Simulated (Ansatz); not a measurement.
`CC(C)[Si](Cl)(C(C)C)C(C)C`. Charge 0, multiplicity 1. All single points use the PBE0-D4/def2-TZVP geometry. It is one conformer, not always the lowest.

```xyz
32

C     1.497    0.048    2.504
C     1.342    0.421    1.033
C     1.108    1.925    0.874
Si    0.033   -0.568    0.093
Cl   -0.014   -2.502    0.879
C    -1.706    0.136    0.283
C    -2.161    0.202    1.738
C    -2.719   -0.628   -0.566
C     0.477   -0.782   -1.728
C     0.363    0.518   -2.522
C     1.844   -1.428   -1.928
H     1.724   -1.010    2.634
H     2.306    0.628    2.959
H     0.587    0.259    3.072
H     2.286    0.173    0.529
H     0.194    2.240    1.384
H     1.935    2.490    1.316
H     1.023    2.233   -0.170
H    -1.641    1.163   -0.102
H    -1.506    0.827    2.350
H    -2.183   -0.794    2.188
H    -3.171    0.618    1.807
H    -2.782   -1.674   -0.255
H    -2.467   -0.613   -1.629
H    -3.718   -0.192   -0.458
H    -0.281   -1.480   -2.107
H    -0.612    0.999   -2.403
H     0.508    0.330   -3.591
H     1.128    1.238   -2.220
H     2.024   -1.633   -2.989
H     1.932   -2.373   -1.387
H     2.650   -0.771   -1.588
```

(1) What is the dipole moment at B3LYP/def2-TZVPP? (Estimate.)

(2) And with PBE, r2SCAN, ωB97M-V? (An estimate is asked.)

(3) Give the Mulliken charges with B3LYP, ωB97M-V, r2SCAN in def2-TZVPP. (Best estimate.)

Results:

(1) Computed: 2.04 D, with components (0.07, 1.85, -0.85) D in this frame, pointing from negative to positive charge.

(2) Ansatz gave: PBE 1.99 D, r2SCAN 2.05 D, ωB97M-V 2.02 D.

(3) Computed: 
| atom | B3LYP | ωB97M-V | r2SCAN |
| --- | --- | --- | --- |
| C1 | -0.28 | -0.32 | -0.18 |
| C2 | -0.05 | -0.22 | 0.02 |
| C3 | -0.29 | -0.34 | -0.18 |
| Si4 | 0.48 | 0.46 | 0.34 |
| Cl5 | -0.29 | -0.21 | -0.28 |
| C6 | -0.02 | -0.19 | 0.06 |
| C7 | -0.29 | -0.33 | -0.20 |
| C8 | -0.29 | -0.33 | -0.19 |
| C9 | -0.03 | -0.19 | 0.06 |
| C10 | -0.30 | -0.35 | -0.21 |
| C11 | -0.30 | -0.34 | -0.21 |
| H12 | 0.09 | 0.12 | 0.06 |
| H13 | 0.08 | 0.11 | 0.04 |
| H14 | 0.08 | 0.11 | 0.05 |
| H15 | 0.05 | 0.10 | 0.01 |
| H16 | 0.08 | 0.12 | 0.05 |
| H17 | 0.08 | 0.12 | 0.05 |
| H18 | 0.09 | 0.12 | 0.06 |
| H19 | 0.05 | 0.10 | 0.01 |
| H20 | 0.08 | 0.10 | 0.05 |
| H21 | 0.09 | 0.13 | 0.07 |
| H22 | 0.08 | 0.11 | 0.04 |
| H23 | 0.09 | 0.12 | 0.06 |
| H24 | 0.08 | 0.11 | 0.05 |
| H25 | 0.08 | 0.11 | 0.04 |
| H26 | 0.05 | 0.10 | 0.01 |
| H27 | 0.09 | 0.12 | 0.06 |
| H28 | 0.09 | 0.12 | 0.05 |
| H29 | 0.08 | 0.11 | 0.05 |
| H30 | 0.08 | 0.11 | 0.04 |
| H31 | 0.10 | 0.12 | 0.07 |
| H32 | 0.07 | 0.11 | 0.04 |

B3LYP here is the variant with VWN-RPA as its local correlation; programs differ in this.
